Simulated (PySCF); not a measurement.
# Gas-phase XPS of trimethylgallium, computed

Trimethylgallium, C₃H₉Ga.
Structure used (PBE0-D3(BJ)/def2-SVP), in Å, numbered top down from 1:
```
atom  x, y, z in Å
C1    -0.664    1.829    0.249
Ga2   -0.009   -0.028    0.085
C3     1.931   -0.358    0.263
C4    -1.277   -1.502   -0.259
H5    -0.265    2.445   -0.575
H6    -0.300    2.287    1.184
H7    -1.761    1.905    0.230
H8     2.507    0.323   -0.384
H9     2.214   -1.393    0.023
H10    2.251   -0.150    1.298
H11   -1.666   -1.423   -1.289
H12   -0.820   -2.497   -0.148
H13   -2.150   -1.437    0.410
```

Theory: delta-SCF UKS SCAN, pcX-2 on the ionised atom, pcseg-1 elsewhere, spin-free X2C in PySCF 2.14.0. These are vertical core ionisation energies against the vacuum level, from separate self-consistent calculations with and without the core hole.

What binding energy does each computed site have?

| atom(s) | environment | level | binding energy (eV) | count |
| --- | --- | --- | --- | --- |
| C1/C3/C4 | methyl carbon | C 1s | 289.58 | 3 |

Express the binding energy of C 1s of C1/C3/C4 in atomic units and per mole.

289.58 eV = 10.6419 Eh = 27940 kJ/mol.

What is the longest wavelength that can ionise C 1s of C1/C3/C4 vertically?

λ = hc/E = 12398.42 eV Å / 289.58 eV = 42.815 Å.

One atom of each set of topologically equivalent atoms was ionised and stands for the set; in this conformer not all members are related by symmetry, and their own values weren't computed. No level of gallium is listed. Geometry: PBE0-D3(BJ)/def2-SVP; no solvent, vibrations or thermal averaging.

The run took 4.9 s wall on x86-64 server, one thread, shared host.
